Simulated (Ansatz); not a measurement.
[CuF4]- (CuF₄⁻) was relaxed with r2SCAN-D4 (def2-SVPD) in Ansatz in these states: charge -1 singlet, charge -1 triplet. The geometries follow in no particular order.

A:

Cartesian coordinates in Å:
```
Cu 0.097 -0.013 -0.110
F 0.459 0.500 1.595
F 0.293 1.530 -1.066
F -1.688 -0.341 -0.199
F 0.839 -1.676 -0.220
```

B:

```csv
atom,x (Å),y (Å),z (Å)
Cu1,0.000,0.000,0.000
F2,0.162,1.182,-1.311
F3,1.661,0.343,0.515
F4,-0.162,-1.182,1.311
F5,-1.661,-0.343,-0.515
```

**Question.** Judge from the bond lengths which geometry belongs to which state (an estimate).

**Answer.** A is the charge -1 triplet (Cu1–F5 1.825 Å, Cu1–F3 1.825 Å, Cu1–F2 1.817 Å); B is the charge -1 singlet (Cu1–F5 1.773 Å, Cu1–F3 1.773 Å, Cu1–F2 1.773 Å).

At PBE0-D4/def2-TZVPD a singlet lies 0.60 eV below the charge -1 triplet.
